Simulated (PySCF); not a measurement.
BaCl2, SMILES [Cl][Ba][Cl].

Geometry: B3LYP-D3(BJ)/def2-TZVP. The isomer is the one that the SMILES or the coordinates give; other isomers of the formula were not compared. The def2 effective core potentials stand for the cores of Ba; spin–orbit coupling is left out.

Method: TDDFT-PBE/def2-SVPD run with PySCF.

Vertical excitations. Isolated molecule, no solvent. State labels are in the subgroup C2v.

```csv
state,symmetry,energy (eV),λ (nm),f,main pairs
S1,B2,3.85,322,0.002,HOMO→LUMO 100 %
S2,B1,4.00,310,0.016,HOMO−1→LUMO 100 %
S3,A1,4.02,308,0.001,HOMO−2→LUMO 100 %
S4,A2,4.13,300,0.000,HOMO−3→LUMO 100 %
S5,B2,4.27,290,0.018,HOMO−4→LUMO 100 %
S6,A1,4.59,270,0.009,HOMO−5→LUMO 100 %
S7,A2,4.65,267,0.000,HOMO→LUMO+1 100 %
S8,B2,4.65,267,0.002,HOMO→LUMO+2 100 %
S9,B1,4.79,259,0.001,"HOMO−1→LUMO+2 59 %, HOMO−2→LUMO+1 41 %"
S10,A1,4.79,259,0.001,"HOMO−1→LUMO+1 55 %, HOMO−2→LUMO+2 45 %"
T1,B2,3.82,325,0,HOMO→LUMO 100 %
T2,B1,3.96,313,0,HOMO−1→LUMO 100 %
T3,A1,3.98,312,0,HOMO−2→LUMO 100 %
T4,A2,4.10,303,0,HOMO−3→LUMO 100 %
```
Triplets are in the Tamm–Dancoff approximation, which puts them higher than full response would, so one can lie above its singlet here.
